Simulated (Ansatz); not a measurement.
Program: Ansatz. Geometries: PBE0-D4/def2-TZVP. ΔE: electronic, gas phase. CBS: MP2 limit from def2 TZ/QZ plus the TZ coupled-cluster correction, frozen cores. This one scheme is used for every species. DFT in def2-TZVPP. For Br, K outer-core shells are correlated without core-valence functions, which leaves a few kJ/mol of doubt a bond. Scalar relativity is left out up to krypton.

`[K][Br]` + H–F → `[F][K]` + HBr  (ligand exchange at a K–Br bond)

`[K][Br]`:

Z-matrix (Å, degrees):
```
K
Br 1 2.848
```

H–F:

```xyz
2

F    -0.260    0.154   -0.347
H     0.260   -0.154    0.347
```

`[F][K]`:

Z-matrix (Å, degrees):
```
F
K 1 2.188
```

HBr:

```xyz
2

Br   -0.199    0.671    0.120
H     0.199   -0.671   -0.120
```

```
  species  B97M-V energy (Eh)
`[K][Br]`         -3173.54598
      H–F          -100.45017
 `[F][K]`          -699.66434
      HBr         -2574.29483
```

Q: Work out ΔE.

A: ΔE = (-699.66434) + (-2574.29483) − (-3173.54598) − (-100.45017) = 0.03698 Eh = +23.2 kcal/mol. CCSD(T)/CBS gives +23.9 kcal/mol.

Q: What do rigid-rotor, harmonic-oscillator terms from PBE0-D4/def2-TZVP frequencies (298.15 K, 1 bar) make of the CCSD(T)/CBS value? (An estimate is asked.)

A: The calculation gave: ΔZPE = -1.8 kcal/mol, ΔH = +21.9 kcal/mol, ΔS = 1 J/(mol·K), ΔG = +21.8 kcal/mol.

Largest T1 diagnostic among the species: 0.012.

From r2SCAN to r2SCAN0 (25 % exact exchange), in def2-TZVPP and without D4, ΔE moves by +2.9 kcal/mol. In def2-TZVPP, CCSD(T) changes the Hartree–Fock value by −6.0 kcal/mol (the triples alone add −0.5 kcal/mol) and MP2 by −5.8 kcal/mol. At CCSD(T), def2-SVP lies +2.6 kcal/mol from the extrapolated value and def2-TZVPP +2.5 kcal/mol.
